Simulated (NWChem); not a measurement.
System: BeHSeBr; SMILES [SeH][Be][Br]

NWChem input:

```
start job
memory heap 200 mb stack 900 mb global 1100 mb
geometry units angstroms noautoz
  Be    -0.005415     0.047520     0.002771
  Br    -0.099692    -1.911029     0.003328
  Se     0.128025     2.071089     0.002306
  H     -1.343215     2.172146    -0.003578
end
basis spherical
  Be library def2-svp
  Br library def2-svp
  Se library def2-svp
  H library def2-svp
end
dft
  xc hfexch
  iterations 150
  vectors input atomic output neutral.movecs
end
task dft energy
charge 1
dft
  odft
  mult 2
  vectors input atomic output cation.movecs
end
task dft energy
```

Excerpt of the output:

```
             Northwest Computational Chemistry Package (NWChem) 7.3.0
             --------------------------------------------------------

 CS  symmetry detected

                             Geometry "geometry" -> ""
                             -------------------------

 Output coordinates in angstroms (scale by  1.889725989 to convert to a.u.)

  No.       Tag          Charge          X              Y              Z
 ---- ---------------- ---------- -------------- -------------- --------------
    1 Be                   4.0000     0.00303935    -0.03200307     0.00000000
    2 Br                  35.0000     0.01149246    -1.99280169     0.00000000
    3 Se                  34.0000     0.03028949     1.99577783     0.00000000
    4 H                    1.0000    -1.44423605     2.01962523     0.00000000

 Effective nuclear repulsion energy (a.u.)     248.5323227429

      Symmetry information
      --------------------

 Group name             Cs
 Group number              2
 Group order               2
 No. of unique centers     4

  xc_inp: hfexch multiplicative factor not found.

                                 NWChem DFT Module
                                 -----------------

 Summary of "ao basis" -> "ao basis" (spherical)
 ------------------------------------------------------------------------------
       Tag                 Description            Shells   Functions and Types
 ---------------- ------------------------------  ------  ---------------------
 Be                         def2-svp                 5        9   3s2p
 Br                         def2-svp                12       32   5s4p3d
 Se                         def2-svp                12       32   5s4p3d
 H                          def2-svp                 3        5   2s1p

      Symmetry analysis of basis
      --------------------------

        a'         55
        a"         23

            General Information
            -------------------
          SCF calculation type: DFT
          Wavefunction type:  closed shell.
          No. of atoms     :     4
          No. of electrons :    74
           Alpha electrons :    37
            Beta electrons :    37
          Charge           :     0
          Spin multiplicity:     1
          Use of symmetry is: on ; symmetry adaption is: on
          Maximum number of iterations: 150
          AO basis - number of functions:    78
                     number of shells:    32
          Convergence on energy requested:  1.00D-06
          Convergence on density requested:  1.00D-05
          Convergence on gradient requested:  5.00D-04

              XC Information
              --------------
                     Hartree-Fock (Exact) Exchange  1.000

      Superposition of Atomic Density Guess
      -------------------------------------

 Sum of atomic energies:       -4986.65059964

      Non-variational initial energy
      ------------------------------

 Total energy =   -4987.358667
 1-e energy   =   -7439.826700
 2-e energy   =    2203.935710
 HOMO         =      -0.308274
 LUMO         =       0.015509

      Symmetry analysis of molecular orbitals - initial
      -------------------------------------------------

  Numbering of irreducible representations:

     1 a'          2 a"

  Orbital symmetries:

     1 a'          2 a'          3 a'          4 a'          5 a'
     6 a'          7 a"          8 a'          9 a'         10 a"
    11 a'         12 a'         13 a'         14 a'         15 a"
    16 a'         17 a'         18 a"         19 a'         20 a'
    21 a'         22 a"         23 a"         24 a'         25 a'
    26 a'         27 a"         28 a'         29 a"         30 a'
    31 a'         32 a'         33 a'         34 a"         35 a'
    36 a'         37 a"         38 a'         39 a'         40 a"
    41 a'         42 a'         43 a'         44 a"         45 a'
    46 a'         47 a'

   convergence    iter        energy       DeltaE   RMS-Dens  Diis-err
 ---------------- ----- ----------------- --------- --------- ---------
 d= 0,ls=0.0,diis     1  -4986.9312870068 -5.24D+03  6.55D-03  1.30D-01
 d= 0,ls=0.0,diis     2  -4986.9632803552 -3.20D-02  2.05D-03  2.09D-02
 d= 0,ls=0.0,diis     3  -4986.9670403403 -3.76D-03  8.62D-04  1.90D-03
 d= 0,ls=0.0,diis     4  -4986.9675832537 -5.43D-04  2.39D-04  1.53D-04
 d= 0,ls=0.0,diis     5  -4986.9676264260 -4.32D-05  9.01D-05  9.94D-06
  Resetting Diis
 d= 0,ls=0.0,diis     6  -4986.9676314115 -4.99D-06  2.14D-05  6.89D-07
 d= 0,ls=0.0,diis     7  -4986.9676317550 -3.44D-07  4.84D-06  7.09D-08

         Total DFT energy =    -4986.967631754967
      One electron energy =    -7442.616164139399
           Coulomb energy =     2385.465505920647
    Exchange-Corr. energy =     -178.349296279131
 Nuclear repulsion energy =      248.532322742917

 Numeric. integr. density =        0.000000000000

                  Occupations of the irreducible representations
                  ----------------------------------------------

                     irrep           alpha         beta
                     --------     --------     --------
                     a'               27.0         27.0
                     a"               10.0         10.0

                       DFT Final Molecular Orbital Analysis
                       ------------------------------------

 Vector   35  Occ=2.000000D+00  E=-4.382917D-01  Symmetry=a"
              MO Center=  1.1D-02, -1.7D+00,  9.2D-15, r^2= 2.0D+00
   Bfn.  Coefficient  Atom+Function         Bfn.  Coefficient  Atom+Function
  ----- ------------  ---------------      ----- ------------  ---------------
    26      0.575449  2 Br pz                23      0.497518  2 Br pz
    20     -0.331188  2 Br pz                 6     -0.117711  1 Be pz
    17      0.107235  2 Br pz                55      0.083107  3 Se pz
    58      0.072823  3 Se pz                 9      0.055507  1 Be pz
    52     -0.051286  3 Se pz                38      0.033985  2 Br d -1

 Vector   36  Occ=2.000000D+00  E=-4.339386D-01  Symmetry=a'
              MO Center=  5.2D-02, -1.2D+00,  3.2D-16, r^2= 3.9D+00
   Bfn.  Coefficient  Atom+Function         Bfn.  Coefficient  Atom+Function
  ----- ------------  ---------------      ----- ------------  ---------------
    24      0.542791  2 Br px                21      0.460996  2 Br px
    18     -0.307782  2 Br px                57     -0.167715  3 Se py
    54     -0.166689  3 Se py                45     -0.112396  3 Se s
    51      0.108313  3 Se py                 5     -0.106082  1 Be py
    46     -0.101610  3 Se s                 15      0.099667  2 Br px

 Vector   37  Occ=2.000000D+00  E=-3.643735D-01  Symmetry=a"
              MO Center=  1.0D-02,  1.7D+00,  1.1D-15, r^2= 2.6D+00
   Bfn.  Coefficient  Atom+Function         Bfn.  Coefficient  Atom+Function
  ----- ------------  ---------------      ----- ------------  ---------------
    58      0.597916  3 Se pz                55      0.465343  3 Se pz
    52     -0.300309  3 Se pz                26     -0.167526  2 Br pz
    23     -0.110914  2 Br pz                 6     -0.098365  1 Be pz
    49      0.097177  3 Se pz                20      0.076546  2 Br pz
     9      0.052148  1 Be pz                70     -0.039635  3 Se d -1

 Vector   38  Occ=0.000000D+00  E= 7.344157D-02  Symmetry=a'
              MO Center=  7.7D-01,  2.9D-01,  1.5D-14, r^2= 5.3D+00
   Bfn.  Coefficient  Atom+Function         Bfn.  Coefficient  Atom+Function
  ----- ------------  ---------------      ----- ------------  ---------------
     3      1.133104  1 Be s                 46     -0.768496  3 Se s
     7      0.528982  1 Be px                75      0.503121  4 H  s
     4     -0.281254  1 Be px                24     -0.260394  2 Br px
    14     -0.258165  2 Br s                 57      0.202772  3 Se py
    56      0.199818  3 Se px                 2     -0.178672  1 Be s

 Vector   39  Occ=0.000000D+00  E= 7.864275D-02  Symmetry=a'
              MO Center= -1.0D+00, -4.7D-02, -9.8D-15, r^2= 4.6D+00
   Bfn.  Coefficient  Atom+Function         Bfn.  Coefficient  Atom+Function
  ----- ------------  ---------------      ----- ------------  ---------------
     3      1.225112  1 Be s                  7     -0.603354  1 Be px
    46     -0.347974  3 Se s                 14     -0.334541  2 Br s
    57      0.303350  3 Se py                24      0.286368  2 Br px
     4      0.283633  1 Be px                25     -0.204781  2 Br py
    75     -0.139586  4 H  s                 56      0.131702  3 Se px

 Vector   40  Occ=0.000000D+00  E= 9.825739D-02  Symmetry=a"
              MO Center=  1.8D-03,  2.1D-02, -3.4D-16, r^2= 4.8D+00
   Bfn.  Coefficient  Atom+Function         Bfn.  Coefficient  Atom+Function
  ----- ------------  ---------------      ----- ------------  ---------------
     9      0.846584  1 Be pz                58     -0.446093  3 Se pz
     6     -0.404112  1 Be pz                26     -0.386846  2 Br pz
    55     -0.146863  3 Se pz                23     -0.140559  2 Br pz
    52      0.104305  3 Se pz                20      0.101703  2 Br pz
    38      0.067818  2 Br d -1              70     -0.066863  3 Se d -1

     Multipole analysis of the density
     ---------------------------------

     L   x y z        total         alpha         beta         nuclear
     -   - - -        -----         -----         ----         -------
     0   0 0 0     -0.000000    -37.000000    -37.000000     74.000000

     1   1 0 0     -0.273918     -0.136959     -0.136959     -0.000000
     1   0 1 0      0.134026      0.067013      0.067013     -0.000000
     1   0 0 1      0.000000      0.000000      0.000000      0.000000

     2   2 0 0    -30.033261    -18.804942    -18.804942      7.576623
     2   1 1 0     -1.336025      2.302120      2.302120     -5.940266
     2   1 0 1     -0.000000     -0.000000     -0.000000      0.000000
     2   0 2 0    -36.270010   -515.411822   -515.411822    994.553634
     2   0 1 1      0.000000      0.000000      0.000000      0.000000
     2   0 0 2    -33.258026    -16.629013    -16.629013      0.000000

                                 NWChem DFT Module
                                 -----------------

      Symmetry analysis of basis
      --------------------------

        a'         55
        a"         23

            General Information
            -------------------
          SCF calculation type: DFT
          Wavefunction type:  spin polarized.
          No. of atoms     :     4
          No. of electrons :    73
           Alpha electrons :    37
            Beta electrons :    36
          Charge           :     1
          Spin multiplicity:     2
          Use of symmetry is: on ; symmetry adaption is: on
          Maximum number of iterations: 150
          AO basis - number of functions:    78
                     number of shells:    32
          Convergence on energy requested:  1.00D-06
          Convergence on density requested:  1.00D-05
          Convergence on gradient requested:  5.00D-04

              XC Information
              --------------
                     Hartree-Fock (Exact) Exchange  1.000

      Superposition of Atomic Density Guess
      -------------------------------------

 Sum of atomic energies:       -4986.65059964

 Renormalizing density from      74.00 to     73

      Non-variational initial energy
      ------------------------------

 Total energy =   -4945.983826
 1-e energy   =   -7339.288501
 2-e energy   =    2144.772352
 HOMO         =      -0.615585
 LUMO         =      -0.238151

   Symmetry analysis of molecular orbitals - initial alpha
   -------------------------------------------------------

  Numbering of irreducible representations:

     1 a'          2 a"

  Orbital symmetries:

     1 a'          2 a'          3 a'          4 a'          5 a'
     6 a'          7 a"          8 a'          9 a'         10 a"
    11 a'         12 a'         13 a'         14 a'         15 a"
    16 a'         17 a'         18 a"         19 a'         20 a'
    21 a'         22 a"         23 a"         24 a'         25 a'
    26 a'         27 a"         28 a'         29 a"         30 a'
    31 a'         32 a'         33 a'         34 a"         35 a'
    36 a'         37 a"         38 a'         39 a'         40 a"
    41 a'         42 a'         43 a'         44 a'         45 a"
    46 a'         47 a'

   Symmetry analysis of molecular orbitals - initial beta
   ------------------------------------------------------

  Numbering of irreducible representations:

     1 a'          2 a"

  Orbital symmetries:

     1 a'          2 a'          3 a'          4 a'          5 a'
     6 a'          7 a"          8 a'          9 a'         10 a"
    11 a'         12 a'         13 a'         14 a'         15 a"
    16 a'         17 a'         18 a"         19 a'         20 a'
    21 a'         22 a"         23 a"         24 a'         25 a'
    26 a'         27 a"         28 a'         29 a"         30 a'
    31 a'         32 a'         33 a'         34 a"         35 a'
    36 a'         37 a"         38 a'         39 a'         40 a"
    41 a'         42 a'         43 a'         44 a'         45 a"
    46 a'         47 a'

   convergence    iter        energy       DeltaE   RMS-Dens  Diis-err
 ---------------- ----- ----------------- --------- --------- ---------
 d= 0,ls=0.0,diis     1  -4986.3317658905 -5.23D+03  1.25D-02  1.56D+00
                                                     1.24D-02  1.55D+00
 d= 0,ls=0.0,diis     2  -4986.5625463399 -2.31D-01  4.17D-03  4.60D-01
                                                     4.16D-03  4.62D-01
 d= 0,ls=0.0,diis     3  -4986.6414618001 -7.89D-02  4.92D-04  8.23D-04
                                                     5.21D-04  9.86D-04
 d= 0,ls=0.0,diis     4  -4986.6424151569 -9.53D-04  2.14D-04  1.42D-04
                                                     2.30D-04  1.48D-04
 d= 0,ls=0.0,diis     5  -4986.6425500430 -1.35D-04  5.56D-05  1.04D-05
                                                     7.00D-05  1.31D-05
  Resetting Diis
 d= 0,ls=0.0,diis     6  -4986.6425651497 -1.51D-05  2.10D-05  1.44D-06
                                                     3.11D-05  2.05D-06
 d= 0,ls=0.0,diis     7  -4986.6425683909 -3.24D-06  1.08D-05  5.07D-07
                                                     1.08D-05  5.03D-07
 d= 0,ls=0.0,diis     8  -4986.6425692578 -8.67D-07  1.15D-05  2.34D-07
                                                     1.24D-05  2.53D-07
 d= 0,ls=0.0,diis     9  -4986.6425698893 -6.31D-07  1.30D-05  9.39D-08
                                                     1.29D-05  8.82D-08
 d= 0,ls=0.0,diis    10  -4986.6425701924 -3.03D-07  2.25D-06  6.45D-09
                                                     2.22D-06  7.25D-09

         Total DFT energy =    -4986.642570192417
      One electron energy =    -7424.728077290875
           Coulomb energy =     2367.654046079843
    Exchange-Corr. energy =     -178.100861724301
 Nuclear repulsion energy =      248.532322742917

 Numeric. integr. density =        0.000000000000

                  Occupations of the irreducible representations
                  ----------------------------------------------

                     irrep           alpha         beta
                     --------     --------     --------
                     a'               27.0         27.0
                     a"               10.0          9.0

                    DFT Final Alpha Molecular Orbital Analysis
                    ------------------------------------------

[...]
```

Level: Hartree-Fock/def2-SVP, vertical spin-unrestricted ions. Coordinates come from a PBE0/def2-SVP optimisation.
